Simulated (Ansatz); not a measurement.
Basis-set extrapolation for C2H8AlFSi (PBE0-D4/def2-TZVP geometry, frozen core, Ansatz 0.2.0). Multiplicity 1, RHF reference.

```
                      def2-TZVPP   def2-QZVPP
                 HF  -710.818421  -710.843601
    MP2 correlation    -0.805162    -0.866868
CCSD(T) correlation    -0.890959      not run
```

Energies in hartree. Use E(X) = E(∞) + A·exp(−7.88·√X) for Hartree–Fock and E(X) = E(∞) + B·X^(−2.97) for correlation, with X = 3 and 4, and add CCSD(T) minus MP2 of the smaller set to the MP2 limit.

What is the CCSD(T) energy at the basis-set limit?

HF limit: -710.843601 + (-0.025180) × 0.13774 = -710.84707. MP2 limit: -0.866868 + (-0.061706) × 0.74074 = -0.91258. Higher-order term: -0.890959 − (-0.805162) = -0.08580. Total: -711.84545 hartree, 85.4 kcal/mol below CCSD(T)/def2-TZVPP.
